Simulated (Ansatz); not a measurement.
Cd(F)(SMe) (CH3CdFS), SMILES [S](C)[Cd][F].

The structure is a stationary point at B3LYP-D3(BJ)/def2-SVP. The def2 effective core potentials stand for the cores of Cd; spin–orbit coupling is left out. The values are those of a single conformer.

Two levels are set side by side: PBE/def2-SVPD (Ansatz, a program for electronic structure) and CAM-B3LYP/def2-SVPD (Ansatz). Energy differences of separate SCF runs at the same geometry; the states with an electron removed or added have multiplicity 2 and 2. Differences are taken from unrounded values.

```json
[
 {"quantity": "vertical ionisation energy (eV)", "PBE": "9.13"},
 {"quantity": "vertical singlet–triplet gap (eV)", "PBE": "3.55"}
]
```

These are the PBE values. What does CAM-B3LYP give? (Estimate from the structure and the level; the computed values follow.)


```json
[
 {"quantity": "vertical ionisation energy (eV)", "CAM-B3LYP": "9.27", "PBE minus CAM-B3LYP": "-0.14"},
 {"quantity": "vertical singlet–triplet gap (eV)", "CAM-B3LYP": "3.74", "PBE minus CAM-B3LYP": "-0.19"}
]
```
